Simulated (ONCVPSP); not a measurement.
# Configuration tests for Mo (Z = 42) (ONCV)

```
Element                 : Mo
Generator               : ONCVPSP 4.0.1
Type                    : optimised norm-conserving Vanderbilt (ONCV)
Functional              : LDA (Perdew-Zunger)
Relativity              : fully relativistic
Frozen core             : [Ar] 3d10
Valence charge          : 14
Reference configuration : 4s2 4p6 4d5.5 5s0.5
Partial waves           : 4s+5s: rc 2.15 bohr, ncon 4, nbas 8, qcut 4.6 1/bohr, 2 projectors; 4p: rc 1.55 bohr, ncon 3, nbas 7, qcut 8.6 1/bohr, 1 projector; 4d: rc 1.60 bohr, ncon 4, nbas 8, qcut 6.1 1/bohr, 2 projectors, debl 2.4 Ha
Local potential         : polynomial inside 1.00 bohr (lpopt 5, dvloc0 4 Ha)
Core correction         : none
```

Open shells are filled in proportion to 2j + 1.

Energies are relative to the spin-unpolarised reference configuration 4s2 4p6 4d5.5 5s0.5; without spin polarisation the order of configurations can differ from experiment.

| valence configuration | charge | ΔE all-electron (eV) | error AE − PS (meV) |
| --- | --- | --- | --- |
| 4s2 4p6 4d5 5s1 | 0 | -0.310 | -0.4 |
| 4s2 4p6 4d4 5s0 | +2 | 22.579 | +1.7 |
| 4s2 4p6 4d5 5s0 5p1 | 0 | 2.932 | +32 |

Task: What are ΔE and the potential's error for 4s2 4p6 4d5 5s0?

Result: ΔE = 6.877 eV all-electron; the error (AE − PS) is -1.0 meV.

Levels in the configuration 4s2 4p6 4d5 5s0:

```csv
level,all-electron (eV),pseudo (eV)
4s j=1/2,-71.233,-71.245
4p j=3/2,-44.647,-44.651
4p j=1/2,-47.168,-47.172
4d j=5/2,-10.576,-10.575
4d j=3/2,-10.793,-10.792
```

These tests converged, but a pseudo level misses the all-electron one widely, so the file describes the atom poorly there or has found another state: 4s2 4p6 4d5 5s0 5p1: empty 5s by 4.9 eV.

Note: no bound ghost flagged; GHOST(+) flagged for s at 76.0 eV.
